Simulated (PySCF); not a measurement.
Run record: excited-state job, `C#CC(=C)C(N)=O`.

Computed with TDDFT B3LYP/def2-SVPD, vertical, gas phase, core orbitals frozen in the response (PySCF 2.14.0, density-fitted response routines). Geometry: GFN2-xTB. The input is one job of a driver script: a line of settings, then coordinates in Å.

Input:
```
{"job": {"kind": "uv", "xc": "B3LYP", "basis": "def2-SVPD", "nstates": 8, "ntriplets": 3}, "charge": 0, "multiplicity": 1}
C     -0.365315     2.246108     0.775121
C     -0.452346     1.084933     0.478241
C     -0.522257    -0.281270     0.115657
C     -1.614855    -1.019880     0.318914
C      0.683710    -0.912743    -0.520753
N      1.735560    -0.077959    -0.681297
O      0.708329    -2.075432    -0.860620
H     -0.319295     3.258653     1.046384
H     -1.613509    -2.055593     0.023629
H     -2.506424    -0.618710     0.769342
H      2.578420    -0.431839    -1.100662
H      1.689181     0.883046    -0.389981
```

What does the run print?

```
coarse grid: 10680 points
cycle   1  E = -323.0024668759  dE =  1.170e+00  |g| = 8.809e-01  |ddm| = 1.571e+01
cycle   2  E = -322.3077968194  dE =  6.947e-01  |g| = 2.015e+00  |ddm| = 5.121e+00
cycle   3  E = -323.1499817370  dE = -8.422e-01  |g| = 2.629e-01  |ddm| = 3.533e+00
cycle   4  E = -323.1641859995  dE = -1.420e-02  |g| = 1.060e-01  |ddm| = 5.485e-01
cycle   5  E = -323.1661505078  dE = -1.965e-03  |g| = 4.480e-02  |ddm| = 1.790e-01
cycle   6  E = -323.1665910156  dE = -4.405e-04  |g| = 1.458e-02  |ddm| = 1.021e-01
cycle   7  E = -323.1666408714  dE = -4.986e-05  |g| = 4.404e-03  |ddm| = 2.735e-02
cycle   8  E = -323.1666456665  dE = -4.795e-06  |g| = 6.496e-04  |ddm| = 7.365e-03
final grid: 105104 points
cycle   9  E = -323.2307860978  dE = -3.100e-05  |g| = 5.712e-03  |ddm| = 1.881e-01
cycle  10  E = -323.2307691093  dE =  1.699e-05  |g| = 1.081e-02  |ddm| = 2.428e-02
cycle  11  E = -323.2307928299  dE = -2.372e-05  |g| = 1.764e-03  |ddm| = 1.412e-02
cycle  12  E = -323.2307934604  dE = -6.305e-07  |g| = 2.735e-04  |ddm| = 3.059e-03
cycle  13  E = -323.2307934717  dE = -1.134e-08  |g| = 1.720e-04  |ddm| = 7.144e-04
cycle  14  E = -323.2307934785  dE = -6.794e-09  |g| = 5.870e-05  |ddm| = 3.931e-04
cycle  15  E = -323.2307934793  dE = -7.957e-10  |g| = 1.468e-05  |ddm| = 1.138e-04
converged SCF energy = -323.2307934793

Static polarisability (au): isotropic 71.620, principal 42.863 74.334 97.664

Singlet excitations
state   eV       nm        f      main configurations
  1   4.1794    296.7   0.00000   H-1->L 0.98
  2   5.0155    247.2   0.02882   H->L 0.70, H-2->L 0.26
  3   5.4256    228.5   0.18063   H-2->L 0.70, H->L 0.22
  4   5.4510    227.5   0.00009   H-3->L 0.93
  5   6.1165    202.7   0.00011   H->L+1 0.77, H->L+3 0.18
  6   6.4133    193.3   0.00011   H-1->L+2 0.91
  7   6.5066    190.6   0.00631   H-1->L+1 0.56, H->L+2 0.32
  8   6.8062    182.2   0.04347   H-1->L+3 0.35, H-1->L+1 0.34, H->L+2 0.24

Triplet excitations (Tamm-Dancoff, eV): 3.2237 3.9442 4.4341
```

The SCF starts on a coarse grid where the log names one; the energy can jump when the final grid takes over, and dE then counts from the start density on the new grid. H and L stand for HOMO and LUMO; the number after each pair is its weight.

Which computed singlet has the largest oscillator strength, and what do all of them sum to?

State 3 at 5.43 eV (229 nm), f = 0.181; the 8 states sum to 0.260.

How does the lowest singlet excitation compare with the HOMO–LUMO gap?

HOMO -7.31 eV and LUMO -1.95 eV give a gap of 5.36 eV; S1 at 4.18 eV lies 1.18 eV below it.

Summary of the converged run: HOMO -7.31 eV, LUMO -1.95 eV; lowest singlet 4.18 eV; lowest triplet 3.22 eV (Tamm–Dancoff); mean polarisability 71.6 au.

On Arm Neoverse V2, one thread, no GPU (shared host), this took 18 s.

One conformer stands for the species.
Labels such as C1 count atoms from 1, the log's own numbers from 0.
